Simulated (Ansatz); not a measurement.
Frontier orbitals of CH₉BNPSi.

```xyz
14

B    -1.0540   -0.7877   -0.8231
Si    0.4457    0.4188   -0.4873
C     2.2443    0.0380   -0.8355
P    -0.9246   -0.9118    1.1363
N    -1.9950    0.2700    1.6254
H    -2.1118   -0.3050   -1.1272
H    -0.7267   -1.8232   -1.3386
H     0.2393    1.8386   -0.0842
H     2.4093   -1.0408   -0.7990
H     2.9242    0.5298   -0.1389
H     2.4857    0.3718   -1.8492
H     0.4691   -0.0940    1.1773
H    -2.3932    0.9162    0.9616
H    -2.0122    0.5793    2.5826
```

Charge 0, multiplicity 1. The bonds changed during the relaxation, so this is another structure than the one it started from. Geometry: relaxed with PBE0-D4/def2-TZVP. It is one conformer, not always the lowest. Basis def2-TZVPP, the Gaussian-basis code of Ansatz.

```
functional  HOMO (eV)  LUMO (eV)  gap (eV)
       PBE      -5.42      -1.54      3.88
    r2SCAN      -5.59      -1.33      4.26
    B97M-V      -5.66      -1.34      4.32
      PBE0      -6.40      -0.69      5.71
   r2SCAN0      -6.51      -0.56      5.95
   ωB97X-V      -8.55       1.37      9.92
   ωB97M-V      -8.40       1.19      9.59
```

From PBE to PBE0 the HOMO moves by −0.98 eV and the LUMO by +0.85 eV, and with ωB97M-V by −2.98 and +2.73 eV, so the gap grows from 3.88 to 9.59 eV with exact exchange. A positive LUMO is unbound and depends on the basis.
